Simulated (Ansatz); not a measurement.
`OC[AsH2]` → As• + C• + 5 H• + O•  (atomization)

Program: Ansatz. Geometries: PBE0-D4/def2-TZVP. ΔE: electronic, gas phase. CCSD(T)/CBS is the MP2 limit (def2-TZVPP, def2-QZVPP) plus CCSD(T) − MP2 in def2-TZVPP, frozen cores. This one scheme is used for every species, atoms too. Functionals use def2-TZVPP. No spin–orbit coupling; open shells (•) take unrestricted orbitals. Spin–orbit coupling would lower the free atoms: a little for C, O. Bonds to As are less sure, by a few kJ/mol each and by 10 to 20 or more in all where they break to atoms, as the def2 sets lack core-valence functions. Scalar relativity is left out up to krypton. One conformer a species, not always the lowest.

`OC[AsH2]`:

Cartesian coordinates in Å:
```
O 0.363 1.236 1.041
C 0.192 -0.099 0.642
As 0.529 -0.327 -1.317
H -0.354 1.760 0.676
H -0.793 -0.492 0.907
H 0.948 -0.686 1.165
H -0.790 0.327 -1.725
H -0.094 -1.719 -1.389
```

```csv
level,ΔE (kcal/mol)
PBE-D4,623.0
revPBE-D4,607.2
r2SCAN-D4,611.1
r2SCAN0-D4,599.0
CAM-B3LYP-D4,614.5
CAM-B3LYP,612.0
CCSD/def2-TZVPP,585.4
CCSD/CBS(def2),602.0
```

(1) What does CCSD(T)/CBS give? (An estimate is asked.)

Largest T1 diagnostic among the species: 0.011.

Results:

(1) Ansatz gave: +611.5 kcal/mol. The listed levels differ from it by 11.5, -4.3, -0.4, -12.5, 3.0, 0.5, -26.1, -9.5 kcal/mol.

From PBE to PBE0 (25 % exact exchange), in def2-TZVPP and without D4, ΔE moves by −14.4 kcal/mol: exact exchange takes away binding that semilocal exchange gives to molecules. The D4 term adds +4.8 kcal/mol with B3LYP and +2.4 kcal/mol with PBE0; it sums over pairs of atoms, weighted by their polarisabilities, and B3LYP, whose exchange is more repulsive, gets the larger term. At CCSD(T), def2-SVP lies −43.6 kcal/mol from the extrapolated value and def2-TZVPP −16.6 kcal/mol: correlation converges slowly with the basis, and small sets miss more of it in the bonded molecule than in its fragments.

B3LYP here is the variant with VWN-RPA as its local correlation; programs differ in this.

For atomizations the MP2-based limit and the directly extrapolated one differ by several kJ/mol either way, and by 10 to 25 for some Ge, Se and Sn compounds, so smaller differences from it don't rank the levels.
